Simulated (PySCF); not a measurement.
**`O[C@@]12C[C@@H](Cl)C[C@@H]1C2`, C₆H₉ClO**

Cartesian coordinates in Å; atom numbers follow the order of the lines, from 1:
```xyz
17

O     1.785    0.953   -1.226
C     0.842    0.474   -0.328
C    -0.543    1.107   -0.351
C    -1.459    0.049    0.270
Cl   -3.106    0.126   -0.413
C    -0.799   -1.310    0.000
C     0.677   -1.000   -0.100
C     1.280   -0.134    0.977
H     2.118    1.805   -0.921
H    -0.819    1.288   -1.391
H    -0.591    2.053    0.191
H    -1.586    0.219    1.340
H    -1.151   -1.713   -0.951
H    -1.031   -2.030    0.786
H     1.312   -1.713   -0.603
H     2.344   -0.230    1.133
H     0.719    0.067    1.876
```

Level of theory: TDDFT B3LYP/def2-SVPD circular dichroism and optical rotation, one conformer, gas phase (PySCF). Geometry: GFN2-xTB.

The molecule is flexible and this is one conformer; a measurement averages over conformers. States above about 7.5 eV lie in this functional's continuum (it starts at minus the energy of the highest occupied orbital, well below the true ionisation energy for most functionals) and depend on the basis.

**Question.** What are the CIP labels of the stereocentres?

**Answer.** C2 S, C4 S, C7 S.

**Question.** Which excitations and rotatory strengths does the calculation give?

**Answer.** Rotatory strengths R in 10⁻⁴⁰ esu² cm², velocity form and length form (origin at the centre of mass); f in length form.
| state | E (eV) | λ (nm) | f | R (velocity) | R (length) | main |
| --- | --- | --- | --- | --- | --- | --- |
| 1 | 6.56 | 189 | 0.007 | +7.2 | +6.7 | HOMO→LUMO 0.91 |
| 2 | 6.86 | 181 | 0.008 | -2.3 | -2.7 | HOMO→LUMO+1 0.81 |
| 3 | 6.92 | 179 | 0.024 | +16.7 | +15.6 | HOMO−1→LUMO 0.94 |
| 4 | 7.07 | 175 | 0.003 | +5.4 | +4.6 | HOMO−1→LUMO+1 0.70, HOMO−2→LUMO+1 0.17 |
| 5 | 7.20 | 172 | 0.001 | -3.0 | -3.8 | HOMO−2→LUMO+1 0.50, HOMO−1→LUMO+1 0.16 |
| 6 | 7.26 | 171 | 0.001 | -0.5 | -0.1 | HOMO→LUMO+2 0.76 |
| 7 | 7.41 | 167 | 0.001 | -0.5 | -0.3 | HOMO−3→LUMO+1 0.50, HOMO−3→LUMO 0.20 |
| 8 | 7.50 | 165 | 0.023 | +21.2 | +21.7 | HOMO−1→LUMO+2 0.85 |
| 9 | 7.59 | 163 | 0.018 | -11.9 | -12.0 | HOMO−2→LUMO 0.62, HOMO−2→LUMO+2 0.16 |
| 10 | 7.60 | 163 | 0.012 | -14.0 | -13.2 | HOMO→LUMO+3 0.82 |
| 11 | 7.73 | 160 | 0.031 | -18.1 | -17.5 | HOMO−3→LUMO 0.51, HOMO−3→LUMO+1 0.17 |
| 12 | 7.77 | 159 | 0.001 | +5.2 | +5.2 | HOMO−1→LUMO+3 0.82 |

Among the states computed, the strongest CD band (largest |R|) is state 8. The largest dissymmetry factor in size, g = 4R/(D+G), with D and G the electric and magnetic dipole strengths, is +0.041 for state 12 (velocity form, f = 0.002), among bands with |R| over 0.5. The mirror image has the same energies and oscillator strengths and all R with the opposite sign.
